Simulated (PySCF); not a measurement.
[PySCF 2.14.0 with density-fitted response routines: geometry from GFN2-xTB; NMR shieldings at PBE0/pcSseg-1/GIAO; rapidly exchanging positions averaged; in vacuum; no relativistic terms; one conformer]

References, each an isolated molecule treated in the same way: TMS for ¹H and ¹³C. Shifts are as computed. Against solution values, carbons near 30 ppm lie about +3 ppm off and those near 130 ppm about +5 ppm; carbons on Cl a further +6 ppm. Of 1211 compounds with measured shifts, 218 miss one by over three times the rms of a fit or turn the order of signals round; such compounds aren't used in these exercises. Carbons bonded to Cl come out too deshielded.

Question: Order these molecules by the shift of their most shielded carbon, lowest δ first.
A. N#C[C@@H]1C[C@]1(Cl)C(Cl)Cl
B. FC(F)[C@]12C=C[C@H](C=C1)O2
C. Cc1cc(C)nnn1
D. C=CCn1ccnn1
E. C=Cn1cc(C)nn1

Answer: E (13.2 ppm, methyl carbon on an aromatic ring), A (18.1 ppm, three-membered-ring carbon), C (24.3 ppm, methyl carbon on an aromatic ring), D (56.0 ppm, allylic sp3 CH2 bonded to N), B (87.1 ppm, allylic sp3 CH bonded to O).

Question: Order these molecules by the shift of their most shielded carbon-bound hydrogen, lowest δ first.
A. C=C[C@@H]1C[C@]12C[C@H]2Cl
B. N#C[C@@H]1C[C@]1(Cl)C(Cl)Cl
C. FC(F)[C@]12C=C[C@H](C=C1)O2
D. Cc1cc(C)nnn1
E. C=Cn1cc(C)nn1

Answer: A (0.85 ppm, hydrogen on a three-membered-ring carbon), B (1.46 ppm, hydrogen on a three-membered-ring carbon), E (2.52 ppm, hydrogen on a methyl carbon on an aromatic ring), D (2.87 ppm, hydrogen on a methyl carbon on an aromatic ring), C (5.38 ppm, hydrogen on an allylic sp3 CH bonded to O).

Question: How many ¹³C and ¹H signals does each give (equivalence by symmetry and fast rotation, but not about amide C–N or C=N bonds)? `Cc1cc(C)nnn1`, `C=C[C@@H]1C[C@]12C[C@H]2Cl`, `Cc1cccc(C(=O)Cl)c1`, `C=Cn1cc(C)nn1`, `N#C[C@@H]1C[C@]1(Cl)C(Cl)Cl`, `FC(F)[C@]12C=C[C@H](C=C1)O2`, `C=CCn1ccnn1`

Answer: Cc1cc(C)nnn1: 3 C, 2 H; C=C[C@@H]1C[C@]12C[C@H]2Cl: 7 C, 9 H; Cc1cccc(C(=O)Cl)c1: 8 C, 5 H; C=Cn1cc(C)nn1: 5 C, 5 H; N#C[C@@H]1C[C@]1(Cl)C(Cl)Cl: 5 C, 4 H; FC(F)[C@]12C=C[C@H](C=C1)O2: 5 C, 4 H; C=CCn1ccnn1: 5 C, 6 H.
